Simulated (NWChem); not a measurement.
# Atomisation of silene (CH4Si)

```xyz
6

C      0.0000     0.0000    -1.1665
Si     0.0000     0.0000     0.5555
H      0.9337     0.0000    -1.7505
H     -0.9337     0.0000    -1.7505
H     -1.2604     0.0000     1.3615
H      1.2604     0.0000     1.3615
```
Charge 0, spin multiplicity 1.

The numbers come from NWChem runs, not from measurements. Structure: optimised with PBE/def2-SVP, a minimum by its harmonic frequencies.

Basis set: def2-TZVP. The atomisation energy is electronic alone: no zero-point, thermal, spin-orbit or counterpoise terms. No value is extrapolated to the basis-set limit. Free atoms are single determinants with multiplicities C 3, Si 3, H 2. Correlated methods freeze the same cores in atoms and molecule, 6 orbitals in all.

B3LYP has NWChem's definition, with VWN1-RPA local correlation. No SCF solution was tested for a lower state. Open-shell Hartree-Fock references start from PBE0 orbitals. Coupled-cluster values serve here as a point of comparison, not as the truth.

Question: Order these methods by the atomisation energy they give, lowest first: r2SCAN, B3LYP, HF, PBE, CCSD(T), PBE0.

Answer: HF (339.0 kcal/mol), CCSD(T) (443.1 kcal/mol), PBE0 (454.9 kcal/mol), B3LYP (457.7 kcal/mol), r2SCAN (459.5 kcal/mol), PBE (460.8 kcal/mol)
